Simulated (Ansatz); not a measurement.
Compare A (`O[Si](O)[SiH3]`•) with its isomer B (`O[SiH2]O[SiH2]`•).

Computed with Ansatz on PBE0-D4/def2-TZVP structures; ΔE is electronic, products minus reactants. CCSD(T)/CBS is the MP2 limit (def2-TZVPP, def2-QZVPP) plus CCSD(T) − MP2 in def2-TZVPP, frozen cores. Functionals use def2-TZVPP. B3LYP here is the variant with VWN-RPA as its local correlation; programs differ in this. Open shells (•) are unrestricted, without spin–orbit coupling. Each species was taken in one conformer, which may not be the lowest.

Q: Which isomer does CCSD(T)/CBS put lower? Give the gap. (Best estimate.)

A: The calculation gave: B, by 25.1 kcal/mol.

Q: Give E(B) − E(A) in kcal/mol with B3LYP, PBE0-D4, LDA (SPW92), HF/def2-TZVPP, CCSD(T)/def2-SVP, CCSD(T)/def2-TZVPP, ωB97M-V. (Estimate.)

A: The calculation gave: B3LYP -24.2, PBE0-D4 -20.5, LDA (SPW92) -17.6, HF/def2-TZVPP -33.1, CCSD(T)/def2-SVP -25.7, CCSD(T)/def2-TZVPP -25.7, ωB97M-V -24.9. None reverses the order clearly.

Q: Does the order hold for the free energy at 298.15 K (harmonic terms from PBE0-D4)? (An estimate is asked.)

A: Ansatz gave: Yes: G(B) − G(A) = -26.0 kcal/mol, for one conformer each. Modes under 60 cm⁻¹, often nearly free rotors, make the harmonic entropy too high.

Largest T1 diagnostic: 0.016.

Leaving LDA and LC-ωPBE aside and taking each functional with its dispersion term where it has one, the values, not all of them listed here, spread over 10.4 kcal/mol, from BHLYP-D4 to PBE-D4. From PBE to PBE0 (25 % exact exchange), in def2-TZVPP and without D4, E(B) − E(A) moves by −3.1 kcal/mol.
